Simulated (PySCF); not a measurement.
Ligands exchanged one at a time, Sn NH2-OCH3. Isolated molecules, 0 K electronic values unless said otherwise. One relaxed conformer stands for each flexible species; it need not be the lowest. Strings in code marks are SMILES.

Level of theory: PBE0-D4/def2-TZVP // PBE0-D4/def2-SVP (PySCF). Delta-SCF ions had no search for a lower state. Excitations are Tamm–Dancoff values on a coarser integration grid. The basis has no diffuse functions, so Rydberg states are missing or too high.

```json
[
 {"species": "0 of 4 NH2 replaced by OCH3 (`[NH2][Sn]([NH2])([NH2])[NH2]`)", "vertical ionisation energy (Delta-SCF) (eV)": "8.96", "S1 oscillator strength": "0.089", "HOMO (eV)": "-7.14", "S1 excitation (TDA) (eV)": "5.58", "LUMO (eV)": "-0.39"},
 {"species": "1 of 4 NH2 replaced by OCH3", "vertical ionisation energy (Delta-SCF) (eV)": "9.14", "S1 oscillator strength": "___", "HOMO (eV)": "-7.32", "S1 excitation (TDA) (eV)": "5.41", "LUMO (eV)": "-0.63"},
 {"species": "2 of 4 NH2 replaced by OCH3 (`C[O][Sn]([NH2])([NH2])[O]C`)", "vertical ionisation energy (Delta-SCF) (eV)": "___", "S1 oscillator strength": "0.025", "HOMO (eV)": "-7.52", "S1 excitation (TDA) (eV)": "5.30", "LUMO (eV)": "-0.91"},
 {"species": "3 of 4 NH2 replaced by OCH3 (`C[O][Sn]([NH2])([O]C)[O]C`)", "vertical ionisation energy (Delta-SCF) (eV)": "9.40", "S1 oscillator strength": "0.004", "HOMO (eV)": "___", "S1 excitation (TDA) (eV)": "___", "LUMO (eV)": "___"}
]
```

Task: Some entries are withheld; supply them.

Result: 
- 1 of 4 NH2 replaced by OCH3, S1 oscillator strength: 0.029
- 2 of 4 NH2 replaced by OCH3 (`C[O][Sn]([NH2])([NH2])[O]C`), vertical ionisation energy (Delta-SCF) (eV): 9.25
- 3 of 4 NH2 replaced by OCH3 (`C[O][Sn]([NH2])([O]C)[O]C`), HOMO (eV): -7.72
- 3 of 4 NH2 replaced by OCH3 (`C[O][Sn]([NH2])([O]C)[O]C`), S1 excitation (TDA) (eV): 5.03
- 3 of 4 NH2 replaced by OCH3 (`C[O][Sn]([NH2])([O]C)[O]C`), LUMO (eV): -1.27
